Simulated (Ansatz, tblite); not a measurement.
Spin states of the cluster CaCl2, each relaxed with r2SCAN-D4/def2-TZVP in Ansatz. Electronic energies in the gas phase.

The 6-31G sets use Cartesian d functions. The xTB rows come from tblite. Correlated methods freeze 15 core orbitals; core or outer-core shells of Ca are correlated, in sets that lack core-valence functions. HOMO above LUMO, or a gap near zero within one spin, warns that the state may not be the lowest or that an electron is smeared out. The structure comes from a short search, and lower isomers may exist.

Singlet geometry:

```xyz
3

Ca    0.037   -0.049    0.019
Cl   -0.371    0.654    2.342
Cl    0.333   -0.605   -2.360
```

Triplet geometry:

Cartesian coordinates in Å:
```
Ca 0.014 -0.058 0.032
Cl 1.000 1.399 2.008
Cl -1.014 -1.342 -2.040
```

Quintet geometry (C2v within 0.1 Å):

| atom | x (Å) | y (Å) | z (Å) |
| --- | --- | --- | --- |
| Ca1 | -0.618 | 0.159 | -0.109 |
| Cl2 | 1.023 | 2.908 | 0.355 |
| Cl3 | -0.405 | -3.066 | -0.246 |

⟨S²⟩: triplet 2.01 at PBE0-D4/def2-TZVP (pure 2.00), quintet 6.01 at PBE0-D4/def2-TZVP (pure 6.00).

Only these spin states were relaxed.

Estimate which spin state lies lowest at each of these levels, and by how much: GFN1-xTB; GFN2-xTB; HF/6-31G; HF/def2-TZVP; HF/def2-TZVPP; PBE-D4/def2-TZVP; BLYP-D4/def2-TZVP; r2SCANh-D4/def2-TZVP; PBE0-D4/def2-TZVP; r2SCAN0-D4/def2-TZVP; RPA@PBE/def2-TZVP; CCSD(T)/def2-TZVPP.


```json
{"level": "GFN1-xTB", "triplet − singlet (kJ/mol)": "400.5", "quintet − singlet (kJ/mol)": "1349.2", "lowest of these": "singlet", "remarks": "–"}
{"level": "GFN2-xTB", "triplet − singlet (kJ/mol)": "283.5", "quintet − singlet (kJ/mol)": "1321.5", "lowest of these": "singlet", "remarks": "–"}
{"level": "HF/6-31G", "triplet − singlet (kJ/mol)": "438.9", "quintet − singlet (kJ/mol)": "820.4", "lowest of these": "singlet", "remarks": "–"}
{"level": "HF/def2-TZVP", "triplet − singlet (kJ/mol)": "446.3", "quintet − singlet (kJ/mol)": "820.4", "lowest of these": "singlet", "remarks": "–"}
{"level": "HF/def2-TZVPP", "triplet − singlet (kJ/mol)": "446.4", "quintet − singlet (kJ/mol)": "820.6", "lowest of these": "singlet", "remarks": "–"}
{"level": "PBE-D4/def2-TZVP", "triplet − singlet (kJ/mol)": "409.6", "quintet − singlet (kJ/mol)": "1037.9", "lowest of these": "singlet", "remarks": "gap within one spin near zero (triplet)"}
{"level": "BLYP-D4/def2-TZVP", "triplet − singlet (kJ/mol)": "393.2", "quintet − singlet (kJ/mol)": "1023.0", "lowest of these": "singlet", "remarks": "gap within one spin near zero (triplet)"}
{"level": "r2SCANh-D4/def2-TZVP", "triplet − singlet (kJ/mol)": "453.1", "quintet − singlet (kJ/mol)": "1046.0", "lowest of these": "singlet", "remarks": "–"}
{"level": "PBE0-D4/def2-TZVP", "triplet − singlet (kJ/mol)": "461.1", "quintet − singlet (kJ/mol)": "1029.6", "lowest of these": "singlet", "remarks": "–"}
{"level": "r2SCAN0-D4/def2-TZVP", "triplet − singlet (kJ/mol)": "475.8", "quintet − singlet (kJ/mol)": "1034.4", "lowest of these": "singlet", "remarks": "–"}
{"level": "RPA@PBE/def2-TZVP", "triplet − singlet (kJ/mol)": "334.9", "quintet − singlet (kJ/mol)": "925.5", "lowest of these": "singlet", "remarks": "–"}
{"level": "CCSD(T)/def2-TZVPP", "triplet − singlet (kJ/mol)": "512.0", "quintet − singlet (kJ/mol)": "995.4", "lowest of these": "singlet", "remarks": "–"}
```

Change of the quintet − singlet gap on mixing in exact exchange, in kJ/mol: PBE to PBE0 (25 % exact exchange) -8.3. The xTB methods have no term that favours high spin, so they put low spin too low.
